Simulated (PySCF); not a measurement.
NbO2Br, SMILES [Br][Nb](=[O])=[O], multiplicity 1.

Geometry: B3LYP-D3(BJ)/def2-SVP. The spin state was assumed, not searched. The def2 effective core potentials stand for the cores of Nb; spin–orbit coupling is left out.

All values below come from M06-2X/def2-TZVPD (PySCF).

Symmetry labels are those of the subgroup Cs that the program uses (full group Cs).

Computed valence orbital energies around the gap with their symmetry:
| orbital | symmetry | energy (eV) |
|---|---|---|
| HOMO−7 | A" | -13.04 |
| HOMO−6 | A" | -12.50 |
| HOMO−5 | A' | -12.23 |
| HOMO−4 | A' | -11.75 |
| HOMO−3 | A' | -10.98 |
| HOMO−2 | A" | -10.59 |
| HOMO−1 | A' | -10.12 |
| HOMO | A" | -9.99 |
| LUMO | A' | -3.44 |
| LUMO+1 | A' | -2.06 |
| LUMO+2 | A" | -0.81 |
| LUMO+3 | A' | -0.29 |
